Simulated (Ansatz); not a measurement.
Relaxation of a periodic cell of 36 atoms, H4CO (contents 6 CH3OH, density as packed 0.61 g/cm³ with natural masses), to a largest force component of 0.3 eV/Å in at most 15 steps.

All numbers below come from DFT r2SCAN-D3(BJ), scalar-relativistic, plane waves, PAW (Ansatz). Settings: accuracy low, cutoff 500 eV, k mesh 1x1x1, fermi-dirac smearing 0.02 eV, no spin polarisation.

```xyz
36
Lattice="8.0548 0.0000 0.0000 0.0000 8.0548 0.0000 0.0000 0.0000 8.0548" Properties=species:S:1:pos:R:3
C 6.118 4.809 1.374
O 5.287 3.917 2.108
H 6.139 4.435 0.351
H 5.257 4.236 3.024
H 5.723 5.832 1.363
H 7.146 4.831 1.758
C 1.232 7.454 6.079
O 0.964 6.942 4.778
H 0.350 8.022 6.371
H 1.741 6.432 4.501
H 1.393 6.657 6.814
H 2.099 8.126 6.090
C 2.723 1.929 3.853
O 1.830 1.607 2.792
H 2.287 1.506 4.757
H 2.204 1.977 1.977
H 3.717 1.490 3.707
H 2.831 3.011 3.992
C 4.178 1.037 -0.075
O 4.603 0.315 1.075
H 4.962 0.911 -0.821
H 3.916 0.416 1.752
H 3.239 0.647 -0.487
H 4.058 2.108 0.128
C 5.018 4.207 5.877
O 6.065 3.312 5.517
H 4.087 3.657 5.741
H 6.903 3.786 5.633
H 5.085 4.525 6.925
H 4.994 5.097 5.238
C 2.126 7.245 2.324
O 2.413 5.852 2.260
H 1.051 7.328 2.482
H 3.368 5.760 2.120
H 2.639 7.737 3.159
H 2.382 7.765 1.394
```

Problem. Where does it end, and by what steps?

Solution. It converged. The threshold is loose, so the end isn't yet a minimum. The force dipped under the threshold on the way, but the program's further checks kept it going. Limits of this set-up: coarse k mesh, low accuracy level. After 9 steps the energy has fallen by 1.882 eV; O8 moved furthest, 1.32 Å.

```tsv
step	energy less start (eV)	largest force component (eV/Å)	accepted
0	0.0000	1.119	yes
1	-0.4454	0.415	yes
2	-0.6809	0.488	yes
3	-0.9016	1.382	yes
4	-1.1502	1.077	yes
5	-1.3711	0.577	yes
6	-1.5573	0.409	yes
7	-1.7423	0.470	yes
8	-1.8824	0.292	yes
9	-1.8824	0.291	yes
```

```xyz
36
Lattice="8.0548 0.0000 0.0000 0.0000 8.0548 0.0000 0.0000 0.0000 8.0548" Properties=species:S:1:pos:R:3
C 6.002 4.868 1.685
O 4.923 4.442 2.526
H 5.934 4.344 0.727
H 5.337 4.249 3.391
H 5.960 5.947 1.514
H 6.958 4.610 2.145
C 1.025 6.660 5.950
O 0.460 5.746 5.014
H 0.219 7.265 6.364
H 1.161 5.475 4.393
H 1.529 6.139 6.773
H 1.744 7.331 5.469
C 2.854 2.218 3.794
O 2.531 1.998 2.410
H 2.361 1.434 4.374
H 2.599 2.865 1.991
H 3.941 2.172 3.946
H 2.480 3.188 4.133
C 4.336 1.298 -0.159
O 4.562 0.532 1.013
H 5.086 1.007 -0.898
H 3.909 0.863 1.654
H 3.336 1.114 -0.573
H 4.438 2.374 0.036
C 5.066 4.769 5.714
O 6.144 4.223 4.950
H 4.261 4.034 5.697
H 6.915 4.815 5.025
H 5.358 4.940 6.751
H 4.696 5.702 5.278
C 2.140 6.686 2.385
O 2.346 5.371 2.910
H 1.080 6.918 2.475
H 3.291 5.138 2.784
H 2.706 7.429 2.956
H 2.440 6.754 1.335
```

Whether the end is a true minimum wasn't checked by a vibrational analysis.

Run time: 3.3 min on 1 thread of Arm Neoverse V2, with other jobs on the host, peak memory 0.85 GiB.
